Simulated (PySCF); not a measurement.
Magnesium: a sound run and one with changed settings

Sound run: Mg+ [Ne] 3s1, Mg(2+) [Ne]. Computed with PySCF 2.14 in cc-pVTZ-DK, with scalar relativity by spin-free X2C-1e. The sound run starts from symmetry-adapted Hartree-Fock orbitals and uses a fine grid where one is needed.

A second run was set up differently.

```csv
species,method,sound run (hartree),changed run (hartree),converged
Mg+,UHF,-199.67643,-199.67643,yes
Mg+,M06-L,-200.08675,-200.10676,yes
Mg+,TPSS,-200.11866,-200.13829,yes
Mg(2+),UHF,-199.13457,-199.13457,yes
Mg(2+),M06-L,-199.56177,-199.56982,yes
Mg(2+),TPSS,-199.56360,-199.57634,yes
```

Ionisation energy of Mg+:

```
method  sound run (eV)  changed run (eV)
   UHF          14.745            14.745
 M06-L          14.285            14.611
  TPSS          15.104            15.291
```

Q: What was changed?
A. all electrons correlated in a valence basis
B. basis contracted for another Hamiltonian
C. angular grid far too coarse
D. minimal basis

A: C. It used 6 angular points. A coarse angular grid integrates products of high-l functions wrongly, so density functionals can shift, and the SCF can exploit the error; Hartree-Fock and MP2 need no grid.
